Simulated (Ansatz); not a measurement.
Harmonic frequencies (cm⁻¹) at PBE0-D4/def2-TZVP from Ansatz: 96, 101, 136, 180, 370, 497, 507, 544, 576, 853, 928, 929, 2219, 2240, 2246.

Q: Which molecule is it?
A. `Cl[SiH][SiH2]Cl`•
B. `[SiH3][Si](Cl)Cl`•
C. `F[Si](F)[SiH3]`•
D. `[SiH3][O][Al][Br]`•

A: B.
